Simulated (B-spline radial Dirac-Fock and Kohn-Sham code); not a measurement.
# What relativity does to the binding energies of I

System: atomic iodine in the configuration 1s2 2s2 2p6 3s2 3p6 3d10 4s2 4p6 4d10 5s2 5p5.

Both columns are ΔSCF binding energies of the configuration average from a radial B-spline solver: non-relativistic Hartree-Fock with a point nucleus, and Dirac-Fock with a finite nucleus and the Coulomb interaction alone, averaged over the two j levels with weights 2j+1.

```
shell  Hartree-Fock (eV)  Dirac-Fock (eV)  shift (eV)  shift (%)
   1s            31968.5          33292.6    +1324.19      +4.14
   2s             4888.7           5215.6     +326.90      +6.69
   2p             4578.2           4674.4      +96.21      +2.10
   3s             1016.4           1086.2      +69.79      +6.87
   3p              884.9            906.4      +21.47      +2.43
   3d              643.0            633.1       -9.88      -1.54
   4s              191.2            205.0      +13.75      +7.19
   4d              60.33            57.66       -2.67      -4.42
   5s              21.47            22.91       +1.44      +6.72
   5p              10.30            10.27       -0.02      -0.23
```

Relativity binds 1s, 2s, 2p, 3s, 3p, 4s, 5s more strongly, among those listed most of all 4s in relative terms, and 3d, 4d, 5p more weakly.

Values without a named source are computed, but for edge energies of neutral atoms, which are taken from tables.
